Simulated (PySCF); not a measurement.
Isomers C$_{6}$H$_{10}$O$_{2}$Si:

A. `C=C/C=C(\C)[SiH2]OC=O`
B. `CC#C[SiH]1OCCCO1`
C. SMILES CCC1=CO[SiH2]C=CO1
D. `C#C[C@@](C)([SiH2]C)C(=O)O`

Spectrum 1. 1H NMR (300 MHz, computed): δ 4.86 (s, 1H), 4.45 (m, 2H), 4.29 (m, 2H), 2.30 (m, 1H), 2.00 (s, 3H), 1.27 (m, 1H). 13C{1H} NMR (computed): δ 107.2 (C), 86.8 (C), 67.4 (CH2), 36.4 (CH2), 5.5 (CH3).

Spectrum 2. 1H NMR (300 MHz, computed): δ 7.10 (d, 1H), 5.92 (s, 1H), 5.13 (m, 2H), 4.45 (m, 1H), 2.02 (q, 2H), 1.13 (t, 3H). 13C{1H} NMR (computed): δ 165.0 (CH), 145.4 (C), 128.3 (CH), 99.3 (CH), 32.8 (CH2), 18.5 (CH3).

Spectrum 3. 1H NMR (300 MHz, computed): δ 6.16 (br s, 1H), 4.51 (m, 1H), 4.29 (m, 1H), 1.94 (s, 1H), 1.63 (s, 3H), 0.22 (m, 3H). 13C{1H} NMR (computed): δ 180.0 (C), 88.4 (C), 79.9 (CH), 29.7 (C), 21.8 (CH3), -8.6 (CH3).

Spectrum 4. 1H NMR (300 MHz, computed): δ 8.15 (s, 1H), 7.09 (m, 1H), 7.05 (m, 1H), 5.72 (m, 1H), 5.70 (m, 1H), 5.27 (s, 2H), 1.90 (s, 3H). 13C{1H} NMR (computed): δ 164.9 (CH), 152.1 (CH), 139.1 (CH), 134.4 (C), 128.9 (CH2), 14.7 (CH3).

[PySCF 2.14: shieldings: GIAO PBE0/pcSseg-1; GFN2-xTB structure; a single conformation; non-relativistic Hamiltonian; averaged over atoms made equivalent by symmetry, fast rotation or ring inversion; isolated molecule]

Referencing at the same level of theory: 1H and 13C against TMS. Where no couplings were computed, multiplicities follow the n + 1 count of equivalent neighbours, and m marks all less simple cases (inequivalent or close neighbours, rings, F or P nearby). Acid and N–H amide carbonyl carbons lie up to 10 ppm further downfield in solution (hydrogen bonding). Shifts are as computed. Against solution values, carbons near 30 ppm lie about +3 ppm off and those near 130 ppm about +5 ppm. Of 1211 compounds with measured shifts, 218 miss one by over three times the rms of a fit or turn the order of signals round; such compounds aren't used in these exercises. OH and NH positions are gas-phase values without hydrogen bonding to other molecules.

Question: Which spectrum belongs to which compound?

Answer: 1–B, 2–C, 3–D, 4–A.

- Spectrum 1 (B): 5 13C signals; δC 86.8 is an alkyne carbon; δC 67.4 is an sp3 CH2 bonded to O.
- Spectrum 2 (C): 6 13C signals; δC 165.0 is an alkene carbon bearing oxygen; δC 145.4 is an alkene carbon bearing oxygen.
- Spectrum 3 (D): 6 13C signals; δC 180.0 is a carboxylic acid carbon; δC 88.4 is an alkyne carbon.
- Spectrum 4 (A): 6 13C signals; δC 152.1 is an alkene CH; δC 139.1 is an alkene CH.
